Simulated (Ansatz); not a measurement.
GaH2Et (C2H7Ga), relaxed as a singlet with RKS r2SCAN-D4/def2-SVP in Ansatz, starting from the GFN2-xTB geometry. Force threshold 0.02 eV/Å.

Another isomer (singlet) lies 0.48 eV lower at PBE0-D4/def2-TZVP; other spin states weren't run for this one.

Start:

Cartesian coordinates in Å:
```
C -0.298 -0.056 -0.666
C 1.221 -0.204 -0.464
Ga -1.259 0.295 1.097
H -1.724 -0.845 2.099
H -1.573 1.742 1.670
H -0.487 0.765 -1.371
H -0.685 -0.973 -1.132
H 1.721 -0.403 -1.412
H 1.644 0.708 -0.038
H 1.440 -1.028 0.218
```

**Question.** Estimate the energy that the relaxation releases and the steps that it takes.

**Answer.** 2.6 kcal/mol, in 25 steps; 34 s on 2 threads of Intel Xeon 6975P-C on a shared host. The force fell under the threshold at step 4, but the optimiser went on and released 0.043 eV more. No frequencies were taken in this run, so the end may be a saddle point.

**Question.** Does the start keep its bonding and symmetry?

**Answer.** By distances, no bond broke or formed. The bond that changes most is C1–Ga3, from 2.04 to 1.97 Å (atoms count from 1).

**Question.** Predict the relaxed structure.

**Answer.** 
```xyz
10

C    -0.228    0.176   -0.577
C     1.173   -0.427   -0.469
Ga   -1.239    0.366    1.105
H    -0.621   -0.106    2.471
H    -2.679    0.996    1.084
H    -0.192    1.180   -1.043
H    -0.863   -0.416   -1.264
H     1.669   -0.507   -1.451
H     1.830    0.179    0.178
H     1.149   -1.440   -0.034
```
Bond lengths: 1 × C–C 1.53 Å; 1 × C–Ga 1.97 Å; 5 × C–H 1.10 to 1.11 Å; 2 × Ga–H 1.57 Å.
